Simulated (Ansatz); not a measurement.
Computed with Ansatz on PBE0-D4/def2-TZVP structures; ΔE is electronic, products minus reactants. CCSD(T)/CBS is the MP2 limit (def2-TZVPP, def2-QZVPP) plus CCSD(T) − MP2 in def2-TZVPP, frozen cores. This one scheme is used for every species. def2 core potentials past Kr. For Sn outer-core shells are correlated without core-valence functions, which leaves a few kJ/mol of doubt a bond. One conformer a species, not always the lowest.

Consider the ligand exchange at the Si–O bond: `OB(O)O[SiH3]` + `[NH2][SnH2][OH]` → `[OH][SnH2][NH][SiH3]` + `OB(O)O`.

```
               species  HF/def2-QZVPP energy (Eh)
        `OB(O)O[SiH3]`                 -541.48452
     `[NH2][SnH2][OH]`                 -345.64888
`[OH][SnH2][NH][SiH3]`                 -635.79446
              `OB(O)O`                 -251.32587
```

(1) Work out ΔE.

Largest T1 diagnostic among the species: 0.013.

Results:

(1) ΔE = (-635.79446) + (-251.32587) − (-541.48452) − (-345.64888) = 0.01307 Eh = +34.3 kJ/mol. CCSD(T)/CBS gives +23.1 kJ/mol.

In def2-TZVPP, CCSD(T) changes the Hartree–Fock value by −10.9 kJ/mol (the triples alone add −1.5 kJ/mol) and MP2 by −12.3 kJ/mol.
